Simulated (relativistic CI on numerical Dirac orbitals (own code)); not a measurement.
Calculated at this level of theory: Dirac-Coulomb-Breit CI, separate exchange-only KLI orbitals for each configuration, model QED, valence Slater integrals scaled by 0.85, P86 correlation energy added to each configuration (own radial code, finite nucleus).

CI space (outside the closed core [Kr] 4d10): 5s2.5p2, 5s.5p3, 5s2.5p.5d, 5p4, 5s2.5p.4f, 5s.5p2.5d, 5s2.5p.5f, 5s2.5p.6s, 5s2.5p.5g, 5s2.4f.5d, 5s2.5p.6p, 5s.5p2.5f, 5s.5p2.4f, 5s.5p2.5g, 5p3.4f, 5s2.5p.6d, 5p3.5d, 5s.5p.4f2, 5s2.5p.7s, 5s.5p2.6s, 5s.5p.5d2, 5s2.5p.7p, 5s.5p.5d.6s, 5s.5p2.6p, 5s2.4f.6s, 5s2.5d.5f, 5s2.4f2, 5s.4f2.5d, 5s2.5d2, 5s.5d3, 5p2.4f2, 5p.4f2.5d, 5p.4f3, 5p.4f2.5f, 5p.4f2.6s, 5p2.5d2, 5p.5d3, 5p.4f.5d2, 5p.5d2.5f, 5p.5d2.6s, 5s2.5f2, 5s.5d.5f2, 5s.5p.4f.5d, 5s.4f.5d2, 5s.4f.5d.5f, 5s.4f.5d.6s, 5s2.5g2, 5s.5d.5g2, 5s.5p.4f.6s, 5s.4f2.6s, 5p.4f.5d.6s, 5s.4f.5f.6s, 5s.4f.6s2, 5s2.4f.5f, 5p2.5f2, 5p.5d.5f2, 5p.4f.5f2, 5p.5f3, 5p.5f2.6s. Double excitations out of closed p, d and f shells are left out; levels of such configurations are missing from the list, as are those of other unlisted configurations, and high levels can miss mixing partners. These lack a partner that the ground configuration has and come out too high: 5s.5p2.5f, 5s.5p2.5g, 5s.5p2.6s, 5s.5p2.6p, 5s2.5p.5g.

At this charge configurations can still be misplaced by up to about 7 % of their energy. Levels and lines within the n = 5 or 6 shells can be off by up to 10 % or somewhat more, and those that change n by about 2 %, since core polarisation is missing. 23 of the 29 excited levels that our extract of the measured tables holds in this range could be paired (the sources list more); they are missed by 2625 cm⁻¹ on average and 5708 at most, and levels without a partner can miss by more. Levels that differ in their count of f electrons can be misplaced by several ten thousand cm⁻¹, since the correlation energy of f electrons is missing or only estimated; rates across such gaps can be off by orders of magnitude.

Outline of the computed level scheme of Cs VI. Lowest level of each configuration: 5s2.5p2 3P_0 at 0.0000 eV; 5s.5p3 5S°_2 at 13.0073 eV; 5s2.5p.4f 3G_3 at 22.1142 eV; 5s2.5p.5d 3F°_2 at 22.7454 eV; 5s2.5p.6s 3P°_0 at 30.6835 eV; 5p4 3P_2 at 33.1238 eV; 5s.5p2.4f 5G°_2 at 33.5939 eV.

Some strong electric-dipole decays among the lowest 45 levels: 5s2.5p.5d 1F°_3 → 5s2.5p2 1D_2 (3.1e+10 s⁻¹); 5s2.5p.5d 3D°_3 → 5s2.5p2 3P_2 (2.9e+10 s⁻¹); 5s2.5p.5d 3P°_0 → 5s2.5p2 3P_1 (2.4e+10 s⁻¹); 5s2.5p.5d 1P°_1 → 5s2.5p2 1S_0 (2.3e+10 s⁻¹); 5s2.5p.5d 3D°_1 → 5s2.5p2 3P_0 (2.3e+10 s⁻¹); 5s2.5p.5d 3P°_2 → 5s2.5p2 1D_2 (2.0e+10 s⁻¹); 5s2.5p.5d 3P°_2 → 5s2.5p2 3P_1 (1.6e+10 s⁻¹); 5s2.5p.6s 1P°_1 → 5s2.5p2 1D_2 (1.5e+10 s⁻¹).

LS names give the leading component of a level, which can be under half, so a name can repeat, a term be missing and a line seem to break the LS rules.
